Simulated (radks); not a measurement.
These are the eigenvalues of the occupied orbitals of an atom or ion with whole-number occupations (Ry). Method: scalar-relativistic Kohn-Sham, PBE, spin-polarised, spherical densities, point nucleus; computed with a radial shooting solver on a logarithmic mesh with Libxc functionals.

1s up: -606.0202
1s down: -605.9757
2s up: -74.40052
2s down: -74.27982
2p up: -64.34234
2p down: -64.22776
3s up: -10.36992
3s down: -10.06246
3p up: -7.43685
3p down: -7.13623
3d up: -2.74732
3d down: -2.47158
4s up: -1.82726

Which element is it, and in what charge state? The configuration may be excited. Open shells, if any, are filled with parallel spins first.

Answer. Z = 28, nickel, charge +2: Ni2+ in [Ne] 3s2 3p5 3d8 4s1. The list shows which subshells hold electrons but not how many an open one holds; the 1s level, -303.01 hartree, gives Z - s = 24.6 by -(Z - s)^2/2, which with screening and relativity narrows Z to a few neighbours, and the depths of the outer levels then fix element, charge and occupations together.
